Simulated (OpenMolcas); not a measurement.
**Ba: CASPT2 settings compared**

| Item | Value |
| --- | --- |
| Program | OpenMolcas 26.06 |
| Basis | ANO-RCC-VQZP [9s8p5d3f2g] |
| Scalar Hamiltonian | DKH2, point nucleus |
| Active space | 2 electrons in 8 orbitals (6s 6p 7s 7p) |
| State averaging | 2S+1 = 1 even, 1 root; 2S+1 = 1 odd, 3 roots; 2S+1 = 3 odd, 3 roots kept (CI in the orbitals of an earlier block) |
| Spin-orbit coupling | RASSI with atomic mean-field integrals over the reference wave functions, term energies averaged over their components |

Methods on the same reference wave functions:
A. CASSCF
B. SS-CASPT2, IPEA 0.1 Eh, imaginary shift 0.4 Eh (closed shells correlated: 5s 5p)
C. SS-CASPT2, IPEA 0.15 Eh, imaginary shift 0.1 Eh (closed shells correlated: 4d 5s 5p)
D. SS-CASPT2, IPEA 0.75 Eh, imaginary shift 0.25 Eh (closed shells correlated: 4d 5s 5p)

Energies in eV above 6s2 1S0, the measured ground level; measured values from NIST Handbook of Basic Atomic Spectroscopic Data.

| Level | A | B | C | D | Measured |
| --- | --- | --- | --- | --- | --- |
| 6s2 1S0 | 0.0000 | 0.0000 | 0.0000 | 0.0000 | 0.0000 |
| 6s 6p 3P* 0 | 1.9018 | 1.926 | 1.759 | 1.893 | 1.5208 |
| 6s 6p 3P* 1 | 1.9146 | 1.938 | 1.772 | 1.906 | 1.5667 |
| 6s 6p 3P* 2 | 1.9411 | 1.965 | 1.798 | 1.933 | 1.6756 |

Deviations, from unrounded energies. A percentage is the sum of absolute deviations over the sum of measured energies, with the sign that they share, or ± where signs differ.

```
           Against measurement  Levels      A      B      C      D
mean absolute deviation (cm-1)       3   2700   2900   1500   2600
      other configurations (%)       3  +20.9  +22.4  +11.9  +20.3
```

C lies closest to measurement on these levels and B furthest from it. The largest miss of C in the table is 6s 6p 3P* 0, by +1900 cm-1. The ranking rests on the paired levels alone, and a cruder setting can come out closer through cancelling errors.

Among B to D the level of the table that moves most is 6s 6p 3P* 0, by 1300 cm-1 (lowest in C, highest in B).

The lowest spin-free term lies below A's lowest term by 0.193 hartree in B, 0.302 hartree in C, 0.300 hartree in D.

Terms from blocks run as CI alone lack orbitals of their own. Active for correlation alone: 7p 7s; no level in the range computed is led by a configuration that fills them, so any true level of that kind is missing. Measured partners are found by configuration, term and J. A level has none where our copy of the source lacks it or the pairing is in doubt (some pairs that miss far off the trend of their configuration count as doubtful), and it then counts in no deviation. Only configurations of the active space appear. Levels that lie high or do not pair safely by name in every column are left out.

* marks odd parity.
